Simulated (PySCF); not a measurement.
A side-by-side comparison of computed properties.

First species: C4H4F2O2.
InChI=1S/C4H4F2O2/c5-3(6)2-1-8-4(2)7/h2-3H,1H2/t2-/m1/s1

Second species: C7H5ClF4.
SMILES: `C=C[C@](F)(Cl)C#CCC(F)(F)F`

Levels: PBE0/pcSseg-1 for dipole moment, HOMO energy, LUMO energy and HOMO–LUMO gap; GFN2-xTB for rotational constant A and rotational constant C. Geometries: GFN2-xTB. All species are isolated and taken at one optimised geometry, non-relativistic unless stated. Electronic properties by PySCF.

Dipoles, sizes and rotational constants follow the conformer. The torsions of the flexible species, by atom-mapped SMILES:
- `[O:1]=[C:2]1[O:3][CH2:4][C@@H:5]1[CH:6]([F:7])[F:8]`: C4–C5–C6–F7 -37°
- `[CH2:1]=[CH:2][C@:3]([F:4])([Cl:5])[C:6]#[C:7][CH2:8][C:9]([F:10])([F:11])[F:12]`: C1–C2–C3–F4 5°, C7–C8–C9–F10 -179°

Values for the first species:

```
Dipole moment         : 3.01 D
HOMO energy           : -8.60 eV
LUMO energy           : -0.28 eV
HOMO–LUMO gap         : 8.32 eV
Rotational constant A : 3.726 GHz
Rotational constant C : 1.347 GHz
```

Problem. Estimate the same properties for the second species, and the change in each.

Solution. 
| property | first | second | second less first |
| --- | --- | --- | --- |
| dipole moment | 3.01 D | 0.97 D | -2.04 D |
| HOMO energy | -8.60 eV | -8.19 eV | +0.41 eV |
| LUMO energy | -0.28 eV | -1.27 eV | -0.99 eV |
| HOMO–LUMO gap | 8.32 eV | 6.92 eV | -1.40 eV |
| rotational constant A | 3.726 GHz | 1.505 GHz | -2.221 GHz |
| rotational constant C | 1.347 GHz | 0.321 GHz | -1.026 GHz |

On the first: The dipole equals about 10.0 × 10⁻³⁰ C·m (1 D = 3.33564 × 10⁻³⁰ C·m). A dipole of 3.01 D is allowed in C1, and pure rotational transitions are dipole-allowed.

On the second: In atomic units the dipole is 0.38 e·bohr (1 au = 2.5417 D). A dipole of 0.97 D is allowed in C1, and pure rotational transitions are dipole-allowed.
